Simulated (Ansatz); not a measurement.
The same molecule with X = N, As, Sb. Ansatz, PBE0-D4/def2-TZVP geometries, multiplicity 1.

Elements past krypton have def2 core potentials. Scalar relativity is left out up to krypton.

```csv
X,molecule,mean X–C bond length / Å,mean X–Si bond length / Å,HOMO energy (B3LYP/def2-TZVPP) / eV,LUMO energy (PBE0/def2-TZVPP) / eV,HOMO energy (PBE/def2-TZVPP) / eV
N,`CN(C)[SiH3]`,1.442,1.717,-6.19,0.56,-5.09
As,`C[As](C)[SiH3]`,1.975,2.359,-6.46,0.26,-5.62
```

Task: Give the row for X = Sb, `[CH3][Sb]([CH3])[SiH3]`. (An estimate is asked.)

Result: Ansatz gave: 
| X | molecule | mean X–C bond length / Å | mean X–Si bond length / Å | HOMO energy (B3LYP/def2-TZVPP) / eV | LUMO energy (PBE0/def2-TZVPP) / eV | HOMO energy (PBE/def2-TZVPP) / eV |
| --- | --- | --- | --- | --- | --- | --- |
| Sb | `[CH3][Sb]([CH3])[SiH3]` | 2.166 | 2.570 | -6.39 | -0.25 | -5.62 |

From N to Sb the mean X–C bond length rises at each step, by 0.724 Å in all; the mean X–Si bond length rises at each step, by 0.853 Å in all; the HOMO energy (B3LYP/def2-TZVPP) isn't monotonic: highest at N, lowest at As; the LUMO energy (PBE0/def2-TZVPP) falls at each step, by 0.81 eV in all; the HOMO energy (PBE/def2-TZVPP) isn't monotonic: highest at N, lowest at As. Bonds lengthen as the atom grows down the group.

B3LYP here is the variant with VWN-RPA as its local correlation; programs differ in this.

Spin–orbit coupling is left out; it splits and shifts lone-pair levels of the heavy atoms by tenths of an eV.
